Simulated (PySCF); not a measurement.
A species of formula C4H4FNSi has this rotational fingerprint, computed with PBE0-D3(BJ)/def2-SVP geometry optimisation, gas phase (PySCF 2.14.0):

```
Rotational constants : A = 8709, B = 692.3, C = 649.0 MHz
Dipole components    : |μa| = 0.66 D, |μb| = 1.83 D, |μc| = 0.04 D
Inertial defect      : -9.30 u·Å²
κ                    : -0.99
```

Question: Which candidate fits, each taken in the one conformer that was computed?
A. `N#CC1=C[C@H](F)[SiH2]1`
B. `N#CCC#C[SiH2]F`

Answer: B. It is N#CCC#C[SiH2]F, a near-prolate asymmetric top. The candidates at the same level (rigid rotor, commonest isotopes):

| SMILES | A (MHz) | B (MHz) | C (MHz) | μa (D) | μb (D) | μc (D) | Δ (u·Å²) | point group | rotor |
| --- | --- | --- | --- | --- | --- | --- | --- | --- | --- |
| N#CCC#C[SiH2]F | 8709 | 692.3 | 649.0 | 0.66 | 1.83 | 0.04 | -9.30 | – | near-prolate asymmetric top |
| N#CC1=C[C@H](F)[SiH2]1 | 5118 | 1306 | 1092 | 2.86 | 0.75 | 1.25 | -22.93 | C1 | asymmetric top |

`N#CC1=C[C@H](F)[SiH2]1` has B 89 % too high. No structure here is proved a minimum.
